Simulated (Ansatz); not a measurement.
Cost and result for the atomization energy of CH$_{7}$BFNOSi (`BN[Si](C)(O)F`) (13 atoms, 12 bonds).

```tsv
atom	x (Å)	y (Å)	z (Å)
B1	-0.301	-0.994	-1.887
N2	0.121	0.215	-1.322
Si3	-0.048	0.725	0.317
C4	-0.047	-0.678	1.510
O5	1.164	1.803	0.526
F6	-1.427	1.514	0.514
H7	-0.821	-1.815	-1.186
H8	-0.138	-1.196	-3.055
H9	0.556	0.887	-1.940
H10	-0.149	-0.304	2.532
H11	0.884	-1.244	1.442
H12	-0.878	-1.360	1.317
H13	1.085	2.446	1.232
```

The species carries charge 0 and has multiplicity 1. The geometry is a stationary point of PBE0-D4/def2-TZVP. It is one conformer, not always the lowest. Program: Ansatz. All runs use 2 threads of an AMD EPYC 7R13 on a shared host and a share of an NVIDIA H100 80 GB. Times are those of one run each, without the atoms' runs, and a repeat can differ threefold. Electronic energies, without spin–orbit coupling; frozen cores. CCSD(T)/CBS adds CCSD(T) − MP2 in def2-TZVPP to the MP2 limit, and its time is that of the two runs behind it. T1 = 0.012. B3LYP takes the VWN-RPA correlation (the form of Gaussian; ORCA's B3LYP/G).

CCSD(T)/CBS is a level of theory with its own doubt, some kJ/mol a heavy atom from the limit and from the frozen cores, so smaller differences don't rank the functionals.

| level | functions | wall time | atomization (kcal/mol) | difference from CCSD(T)/CBS | per bond |
| --- | --- | --- | --- | --- | --- |
| PBE0-D4/def2-TZVPP | 295 | 1.5 s | 1231.8 | -6.4 | -0.5 |
| PBE-D4/def2-TZVPP (with forces) | 295 | 1.8 s | 1251.9 | 13.7 | 1.1 |
| r2SCAN-D4/def2-TZVPP (with forces) | 295 | 2 s | 1238.6 | 0.4 | 0.0 |
| B3LYP-D4/def2-TZVPP (with forces) | 295 | 2 s | 1237.6 | -0.6 | 0.0 |
| ωB97X-V/def2-TZVPP | 295 | 2 s | 1240.0 | 1.8 | 0.2 |
| B2PLYP/def2-TZVPP | 295 | 2.1 s | 1226.4 | -11.8 | -1.0 |
| ωB97M-V/def2-TZVPP (with forces) | 295 | 2.9 s | 1242.7 | 4.5 | 0.4 |
| MP2/def2-QZVPP | 565 | 3.4 s | 1249.8 | 11.6 | 1.0 |
| CCSD(T)/def2-TZVPP | 295 | 3.6 s | 1204.8 | -33.4 | -2.8 |
| CCSD(T)/CBS(def2) | – | 7 s | 1238.2 | 0.0 | 0.0 |

The D4 term adds +10.6 kcal/mol with B3LYP and +5.6 kcal/mol with PBE0; it sums over pairs of atoms, weighted by their polarisabilities, and B3LYP, whose exchange is more repulsive, gets the larger term. From PBE to PBE0 (25 % exact exchange), in def2-TZVPP and without D4, the atomization energy moves by −19.1 kcal/mol: exact exchange takes away binding that semilocal exchange gives to molecules. In def2-TZVPP, CCSD(T) changes the Hartree–Fock value by +285.0 kcal/mol (the triples alone add +15.9 kcal/mol) and MP2 by +309.9 kcal/mol; breaking electron pairs costs correlation energy, which Hartree–Fock lacks.
